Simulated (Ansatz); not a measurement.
Frontier orbitals of `C[Si](C)(C)[Ga]([Cl])[Cl]`.

```xyz
16

C     0.274    1.648   -0.905
Si   -0.091    0.029   -0.037
C    -1.503    0.208    1.176
C    -0.439   -1.322   -1.289
Ga    1.893   -0.607    1.178
Cl    3.828   -0.813    0.244
Cl    1.975   -1.046    3.288
H     0.476    2.452   -0.193
H     1.138    1.557   -1.567
H    -0.587    1.946   -1.511
H    -1.694   -0.728    1.706
H    -2.419    0.492    0.649
H    -1.292    0.976    1.924
H    -0.651   -2.278   -0.804
H    -1.313   -1.051   -1.890
H     0.405   -1.463   -1.967
```

Charge 0, multiplicity 1. Correlated methods include outer-core shells of Ga, which these sets cover unevenly. Scalar relativity is left out up to krypton. Geometry: relaxed with PBE0-D4/def2-TZVP. It is one conformer, not always the lowest. Basis def2-TZVPP, Ansatz.

```
functional  HOMO (eV)  LUMO (eV)  gap (eV)
       PBE      -6.54      -2.38      4.16
    revPBE      -6.49      -2.26      4.23
    B97M-V      -6.86      -2.35      4.51
      PBE0      -7.66      -1.66      6.00
     B3LYP      -7.47      -1.87      5.60
     BHLYP      -8.68      -0.90      7.78
   LC-ωPBE     -10.17       0.37     10.54
   ωB97M-V      -9.66       0.04      9.70
```

Question: What is the vertical ionisation energy at frozen-core CCSD(T)/def2-TZVPP? (An estimate is asked.)

Answer: Computed: 9.57 eV (T1 of the cation 0.017).

Against PBE, PBE0 changes HOMO and LUMO by −1.12 and +0.72 eV, ωB97M-V by −3.12 and +2.43 eV. A gap of 4.16 eV thus becomes 9.70 eV for the same molecule, so an orbital gap means little without its functional. A positive LUMO is unbound and depends on the basis. −ε(HOMO) differs from that ionisation energy by −3.03 eV with PBE and +0.09 eV with ωB97M-V.

B3LYP here is the variant with VWN-RPA as its local correlation; programs differ in this. LC-ωPBE has ω = 0.4 bohr⁻¹.
